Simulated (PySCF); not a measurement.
stibine (H3Sb), SMILES [SbH3]. Atoms are numbered in the order given.

```xyz
4

Sb     0.0000     0.0000     0.0536
H      1.2265    -0.7081    -0.9115
H     -1.2265    -0.7081    -0.9115
H      0.0000     1.4163    -0.9115
```
Charge 0, spin multiplicity 1.

Coordinates come from a B3LYP-D3(BJ)/def2-TZVPD optimisation. The def2 effective core potentials stand for the cores of Sb; spin–orbit coupling is left out.

Computed with CAM-B3LYP/def2-TZVPD (PySCF).

Symmetry labels are those of the subgroup Cs that the program uses (full group C3v).

Computed valence orbital energies around the gap with their symmetry:
```
orbital  symmetry  energy (eV)
-------  --------  -----------
HOMO−7         A"       -37.32
HOMO−6         A"       -37.19
HOMO−5         A'       -37.19
HOMO−4         A'       -37.11
HOMO−3         A'       -17.92
HOMO−2         A'       -10.92
HOMO−1         A"       -10.92
HOMO           A'        -8.80
LUMO           A'         0.58
LUMO+1         A'         0.65
LUMO+2         A"         0.65
LUMO+3         A'         2.59
```
